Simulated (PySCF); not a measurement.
## C₆ coefficients of unlike pairs at UHF

Calculated with PySCF 2.14 from the dipole response of each species, C₆(A,B) = (3/π) ∫ α_A(iu) α_B(iu) du, in atomic units, from isotropic polarisabilities. For ions this is the dispersion term alone; charge-induced terms of lower order in 1/R come first.

| species | configuration | basis | relativity | α (bohr³) | C₆ (like pair) |
| --- | --- | --- | --- | --- | --- |
| I⁺ | [Kr] 4d10 5s2 5p4 (3P) | aug-cc-pVTZ-PP with one added diffuse shell each of d, f type with ECP28MDF (6s5p5d3f) | core potential | 20.15 | 170.5 |
| Cu³⁺ | [Ar] 3d8 (3F) | def2-TZVPPD (6s6p4d2f1g) | none | 1.165 | 2.488 |
| S²⁺ | [Ne] 3s2 3p2 (3P) | aug-cc-pwCVDZ (6s5p3d) | none | 7.555 | 27.81 |
| Co³⁺ | [Ar] 3d6 (5D) | aug-cc-pVTZ-DK (8s7p5d3f2g) | spin-free X2C | 1.620 | 3.854 |

**Question.** Estimate C₆ for Co³⁺ with Cu³⁺.

**Answer.** The integral gives 3.074. The combination rule 2 C_A C_B / (C_A α_B/α_A + C_B α_A/α_B) gives 3.078 and the geometric mean 3.097.

No spin-orbit coupling is included.

The other pairs:

```tsv
pair	C₆
Co³⁺, S²⁺	8.936
Cu³⁺, I⁺	16.14
S²⁺, I⁺	68.70
S²⁺, Cu³⁺	6.735
Co³⁺, I⁺	21.50
```
